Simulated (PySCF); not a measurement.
C₆ coefficients of unlike pairs at UHF

Calculated with PySCF 2.14 from the dipole response of each species, C₆(A,B) = (3/π) ∫ α_A(iu) α_B(iu) du, in atomic units, from isotropic polarisabilities. For ions this is the dispersion term alone; charge-induced terms of lower order in 1/R come first.

| species | configuration | basis | relativity | α (bohr³) | C₆ (like pair) |
| --- | --- | --- | --- | --- | --- |
| Ar²⁺ | [Ne] 3s2 3p4 (3P) | aug-cc-pV(Q+d)Z (7s6p5d3f2g) | none | 4.797 | 16.82 |
| V | [Ar] 3d3 4s2 (4F) | aug-cc-pVTZ (8s7p5d3f2g) | none | 133.4 | 1458 |
| Cl³⁺ | [Ne] 3s2 3p2 (3P) | aug-cc-pCVQZ-DK (10s9p7d5f3g) | spin-free X2C | 4.474 | 12.22 |
| N | [He] 2s2 2p3 (4S) | aug-cc-pwCVDZ (5s4p2d) | none | 6.820 | 22.25 |

Estimate C₆ for N with Ar²⁺.

The integral gives 19.09. The combination rule 2 C_A C_B / (C_A α_B/α_A + C_B α_A/α_B) gives 18.92 and the geometric mean 19.35.

No spin-orbit coupling is included.

The other pairs:

| pair | C₆ |
| --- | --- |
| V, Ar²⁺ | 108.2 |
| N, V | 140.3 |
| Cl³⁺, Ar²⁺ | 14.29 |
| Cl³⁺, V | 97.42 |
| N, Cl³⁺ | 16.42 |
